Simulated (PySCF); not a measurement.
Telling isomers of C7H14OSi apart by NMR

- σ from GIAO-PBE0/pcSseg-1
- geometry: GFN2-xTB
- code: PySCF 2.14
- gas phase, relativity neglected, one computed conformer, rapidly exchanging positions averaged

References, each an isolated molecule treated in the same way: 1H and 13C against TMS. Where no couplings were computed, multiplicities follow the n + 1 count of equivalent neighbours, and m marks all less simple cases (inequivalent or close neighbours, rings, F or P nearby). Shifts are as computed. Against solution values, carbons near 30 ppm lie about +3 ppm off and those near 130 ppm about +5 ppm. Of 1309 compounds with measured shifts, 239 miss one by over three times the rms of a fit or turn the order of signals round; such compounds aren't used in these exercises.

(1) Tabulate the signals of `C=C(/C=C\OCC)[SiH2]C`, `C=CO/C=C\[C@H](C)[SiH2]C` and their relative energies.

(2) What is the quickest way to tell C=C(/C=C\OCC)[SiH2]C from C=CO/C=C\[C@H](C)[SiH2]C?

Results:

(1) 
```tsv
SMILES	carbon types	δC	δH	E rel. (kcal/mol)
C=C(/C=C\OCC)[SiH2]C	1×C 2×CH 2×CH2 2×CH3	152.6, 147.7, 131.3, 121.1, 70.8, 17.5, -5.5	6.08 (d, 1H), 5.91 (br s, 1H), 5.59 (d, 1H), 5.38 (br s, 1H), 4.77 (q, 2H), 3.93 (q, 2H), 1.47 (t, 3H), 0.06 (t, 3H)	0.0
C=CO/C=C\[C@H](C)[SiH2]C	4×CH 1×CH2 2×CH3	157.1, 142.6, 124.3, 90.8, 21.7, 19.2, -7.8	6.72 (m, 1H), 6.62 (d, 1H), 4.92 (m, 1H), 4.40 (m, 1H), 4.35 (m, 1H), 4.21 (m, 1H), 3.83 (m, 1H), 2.45 (m, 1H), 1.23 (d, 3H), 0.15 (m, 3H)	2.2
```

Energies are electronic energies at PBE0/pcSseg-1 on these geometries, without zero-point or thermal terms, each for the one conformer computed, which needn't be the lowest.

(2) Both give the same number of carbon signals, but DEPT or the intensities differ. The first has a fully substituted alkene carbon (C) at 147.7 ppm, the second an allylic sp3 CH bonded to Si at 21.7 ppm. Their most deshielded carbons lie at 152.6 and 157.1 ppm. In the proton spectra the most deshielded non-exchanging signals are 6.08 (d, 1H) and 6.72 (m, 1H).
